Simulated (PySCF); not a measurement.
**From computed data to an observable: chemical shift, span and skew from a shielding tensor**

C4H9NSi, SMILES C=C=C[Si@@H](C)N. Atoms are numbered in the order given.

```xyz
15

C      3.0800    -0.8486     0.1244
C      1.8767    -0.4989     0.5120
C      0.6588    -0.1445     0.8506
Si    -0.6772     0.2248    -0.4124
C     -2.1090    -0.9757    -0.2672
N     -1.2983     1.8090    -0.0553
H      3.3401    -1.9006    -0.0381
H      3.8630    -0.1001    -0.0412
H      0.4139    -0.0631     1.9217
H     -0.0331     0.0585    -1.7590
H     -2.5530    -0.9365     0.7404
H     -1.7740    -2.0076    -0.4574
H     -2.9024    -0.7438    -0.9974
H     -2.1736     2.0958    -0.4857
H     -0.6518     2.5935    -0.0425
```

Geometry: r2SCAN-D4/def2-SVP. The structure was generated by enumeration; whether it is a known compound was not checked. Other conformers were not sampled.

GIAO shieldings from PBE0/pcSseg-1 (PySCF), non-relativistic, no solvent. The symmetric part of the tensor of C5 has the principal values 177.6, 187.7, 190.2 ppm. The same nucleus in TMS has σ = 186.3 ppm at this level (PySCF, at its B3LYP-D3(BJ)/def2-TZVP geometry).

Q: Work out the isotropic shielding, the ¹³C shift against TMS, the span and the skew.

A: 
σ(iso) = (σ11 + σ22 + σ33)/3 = 185.2 ppm. δ = σ(ref) − σ(iso) = 186.3 − (185.2) = 1.1 ppm.
Span Ω = σ33 − σ11 = 12.6 ppm. Skew κ = 3(σ(iso) − σ22)/Ω = -0.60. Tumbling in solution averages the tensor to δ; in a static solid the shielding alone would spread this spin-1/2 line over Ω.
